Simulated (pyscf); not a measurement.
## Cl–SiH₂–SeH, singlet

Gas-phase minimum from PySCF at ωB97X-D3(BJ)/def2-SVP, one conformer. 

SMILES: [SiH2]([SeH])Cl
```xyz
6

Cl     1.8717    -1.1644    -1.0826
Si     0.2654    -0.2078    -0.2170
Se     0.6285     1.9978    -0.5725
H     -0.9823    -0.6760    -0.8709
H      0.2317    -0.5358     1.2303
H     -0.6064     2.3785     0.1258
```
Charge 0, spin multiplicity 1.

Bonded distances (Å): Cl1–Si2 2.060, Si2–Se3 2.263, Si2–H4 1.484, Si2–H5 1.484, Se3–H6 1.469. Bond angles (°): Cl1–Si2–Se3 105.2, Cl1–Si2–H4 108.9, Cl1–Si2–H5 108.9, Se3–Si2–H4 111.9, Se3–Si2–H5 111.8, H4–Si2–H5 109.9, Si2–Se3–H6 92.5.

Properties at ωB97X-D3(BJ)/def2-SVP:

```
Property                                                                                                                                                                          Result
---------------------------------------------------------------------------------------------------------------------  -----------------------------------------------------------------
Harmonic wavenumbers, unscaled                                                                                         98, 132, 428, 573, 582, 670, 674, 877, 984, 2282, 2286, 2486 cm⁻¹
Zero-point energy                                                                                                                                                          17.3 kcal/mol
Rotational symmetry number                                                                                                                                                             1
Entropy of this conformer at 298 K and 1 atm, rigid rotor and harmonic oscillator, modes under 100 cm⁻¹ raised to 100                                                    322.0 J/(mol K)
Dipole moment                                                                                                                                                                     1.94 D
```

Single-point totals, which compare only within one level (frozen core for MP2 and CC):

```json
[
 {"level": "ωB97X-D3(BJ)/def2-TZVP", "total energy (hartree)": "-3153.11294"},
 {"level": "PBE/def2-TZVP", "total energy (hartree)": "-3152.43997"},
 {"level": "r²SCAN/def2-TZVP", "total energy (hartree)": "-3153.07670"},
 {"level": "B3LYP-D3(BJ)/def2-TZVP", "total energy (hartree)": "-3153.22889"},
 {"level": "PBE0-D3(BJ)/def2-TZVP", "total energy (hartree)": "-3152.59179"},
 {"level": "M06-2X/def2-TZVP", "total energy (hartree)": "-3153.12783"},
 {"level": "ωB97M-D3(BJ)/def2-TZVP", "total energy (hartree)": "-3153.24672"},
 {"level": "HF/def2-TZVPP", "total energy (hartree)": "-3150.12495"},
 {"level": "MP2/def2-TZVPP", "total energy (hartree)": "-3150.71208"},
 {"level": "CCSD/def2-TZVPP", "total energy (hartree)": "-3150.75049"},
 {"level": "CCSD(T)/def2-TZVPP", "total energy (hartree)": "-3150.77468"}
]
```

Soft torsions are taken as harmonic, which can shift the entropy by several J/(mol K). The CCSD(T) − MP2 part came from Ansatz, without density fitting, on the same reference. The frozen core leaves the outer d or s,p core shells of the metals and heavy elements correlated in the MP2 and CC values, and def2-TZVPP describes them poorly, so these totals are far from the basis limit. Elements up to Kr have no core potential and no relativistic terms here.
